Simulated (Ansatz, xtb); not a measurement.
## Two isomers of C4H2F3O+

Structure X: `[O+]#CCC(F)=C(F)F`, a singlet. Structure Y: `[O+]#C/C=C/C(F)(F)F`, a singlet. Both are isolated ions in the gas phase, relaxed with B3LYP/def2-SVP; the shapes shown needn't be the lowest conformers.

X (Å):

```xyz
10

C    -1.9943    4.0047    0.8882
C    -1.9817    2.5509    0.9877
C    -1.0021    2.0067   -0.0175
C    -1.3777    1.3575   -1.1369
F     0.2773    2.1872    0.2893
F    -0.5519    0.8271   -1.9688
F    -2.6331    1.1995   -1.4523
O    -1.9449    5.1133    0.7351
H    -3.0207    2.2096    0.8135
H    -1.7044    2.2984    2.0328
```

Y (Å):

```yaml
atoms:
  - { symbol: C, position_ang: [-0.7318, 4.0916, 0.5847] }
  - { symbol: C, position_ang: [-0.5334, 2.8177, 0.0421] }
  - { symbol: C, position_ang: [-1.5813, 2.1102, -0.4459] }
  - { symbol: C, position_ang: [-1.3828, 0.7175, -1.0421] }
  - { symbol: F, position_ang: [-2.1139, -0.1367, -0.3398] }
  - { symbol: F, position_ang: [-0.1045, 0.3592, -0.9978] }
  - { symbol: F, position_ang: [-1.7981, 0.7477, -2.3007] }
  - { symbol: O, position_ang: [-0.8707, 5.1174, 1.0250] }
  - { symbol: H, position_ang: [0.5025, 2.4474, 0.0420] }
  - { symbol: H, position_ang: [-2.6132, 2.4812, -0.4449] }
```

Which of the two would you expect CCSD(T)/def2-SVP + ΔMP2/def2-TZVPP electronic energies to favour?

Structure Y; the calculation gives E(Y) − E(X) = −89.9 kJ/mol.

Level by level:

```tsv
level	geometry	E(Y) − E(X) (kJ/mol)	departure from the last row (kJ/mol)	job, with rough time for the two
B3LYP/def2-SVP	B3LYP/def2-SVP	−90.2	−0.3	optimisation, 2 min
HF/def2-SVP	B3LYP/def2-SVP	−115.1	−25.2	part of the CCSD(T) run
MP2/def2-SVP	B3LYP/def2-SVP	−100.6	−10.7	part of the CCSD(T) run
CCSD(T)/def2-SVP	B3LYP/def2-SVP	−101.0	−11.1	single point
CCSD(T)/def2-SVP + ΔMP2/def2-TZVPP	B3LYP/def2-SVP	−89.9		single point, 84 s
```

As drawn, both hold the same kinds of bond in the same numbers.

None of the levels shown reverses the order. The largest departure from CCSD(T)/def2-SVP + ΔMP2/def2-TZVPP is that of HF/def2-SVP, 25.2 kJ/mol. Levels run at GFN2-xTB geometries aren't shown. The last row adds to CCSD(T) the change of the MP2 difference between the two basis sets, here +11.1 kJ/mol.

With thermal terms from frequencies at re-optimised GFN2-xTB minima (ideal gas, soft modes damped towards free rotors, one conformer each, 298.15 K, 1 atm): on the last row, ΔE + ΔZPE = −90.5, ΔH = −90.9, ΔG = −90.5 kJ/mol.

The correlated steps freeze 8 core orbitals. Run with Ansatz 0.2.0, xtb 6.7.1; the last row on 2 threads of Intel(R) Xeon(R) Processor @ 2.70GHz on a shared host.
